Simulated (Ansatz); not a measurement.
A made-up structure of BSi2H4F, closed shell:

```xyz
8
angstrom
B 0.3902 1.9393 -0.5009
Si -0.7927 0.1339 -0.5168
Si 0.0621 -1.7734 0.7045
F 1.6050 -1.7290 1.5950
H 1.5378 1.9108 0.1848
H 0.0106 3.0491 -1.1419
H -2.2449 -0.2357 -1.2315
H -0.5682 -3.2948 0.9068
```

It is relaxed with PBE-D4/def2-SVP and then PBE0-D4/def2-TZVP (Ansatz 0.2.0). Atoms count as bonded within 1.22 times the sum of their covalent radii (H–H: 0.88 Å). The end point is not checked to be a true minimum.

Question: Does its bonding change? (A judgement: the text doesn't fix the answer.)

Answer: The calculation gives: No: no bond forms or breaks.

Where it ends: The first stage lowers the energy by 1.55 eV in 5 steps. It ends as BSi₂H₄F ([BH2][SiH][SiH][F]):
| atom | x (Å) | y (Å) | z (Å) |
| --- | --- | --- | --- |
| B1 | 0.3483 | 1.7308 | -0.4472 |
| Si2 | -0.7087 | 0.1195 | -0.4623 |
| Si3 | 0.0557 | -1.5827 | 0.6285 |
| F4 | 1.4331 | -1.5421 | 1.4238 |
| H5 | 1.3726 | 1.7035 | 0.1656 |
| H6 | 0.0109 | 2.7227 | -1.0185 |
| H7 | -2.0055 | -0.2107 | -1.1001 |
| H8 | -0.5065 | -2.9411 | 0.8101 |

Labels in which every atom is bracketed show which atoms are joined, not bond orders.

For scale, one of the runs: PBE0-D4/def2-TZVP relaxation, 160 basis functions, launched by `ansatz run in.yaml --threads 2 --pin off --events-out ev --progress --plain --max-ram 4352MiB`. Hardware: 2 CPU threads of an Arm Neoverse V2, shared host. Wall time about 24 s.
